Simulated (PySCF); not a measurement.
C₃H₃BF₂, SMILES C#CB(F)CF.

Coordinates come from a B3LYP-D3(BJ)/def2-SVP optimisation. This is a generated structure with no PubChem entry under its InChIKey; it may be hypothetical. Other conformers were not sampled.

Calculation: PySCF with PBE/def2-TZVP.

Question: Estimate the frontier levels, gap, dipole moment and polarisability. (The exact figures need the calculation; the answer reports its results.)

Answer: 
| Property | Value |
|---|---|
| highest occupied level | -7.26 eV |
| lowest empty level | -2.76 eV |
| orbital gap | 4.50 eV |
| dipole moment | 0.51 D |
| quadrupole, principal values (traceless, Buckingham form, about the centre of nuclear charge) | -11.88, -0.16, 12.04 D·Å |
| mean static polarisability | 48.7 bohr³ (7.22 Å³) |
| polarisability, principal values | 34.0, 40.8, 71.4 bohr³ |
